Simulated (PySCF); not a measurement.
In(I)(OH)2, SMILES [I][In]([OH])[OH] (H2IInO2) (PBE0/def2-SVP optimised geometry):

```
6

In    -0.472    -0.117     0.000
I     -1.885    -2.361     0.001
O     -1.388     1.643     0.000
H     -0.743     2.361     0.003
O      1.519    -0.117     0.000
H      1.885    -1.010    -0.004
```

Calculation: PBE0/def2-TZVP, def2 effective core potentials past Kr (PySCF 2.14.0).

### Question
What are the frontier orbital energies and the dipole moment?

### Answer
HOMO-2 -8.79 eV, HOMO-1 -8.06 eV, HOMO -7.96 eV, LUMO -2.42 eV, LUMO+1 -1.11 eV; dipole moment 1.26 D.
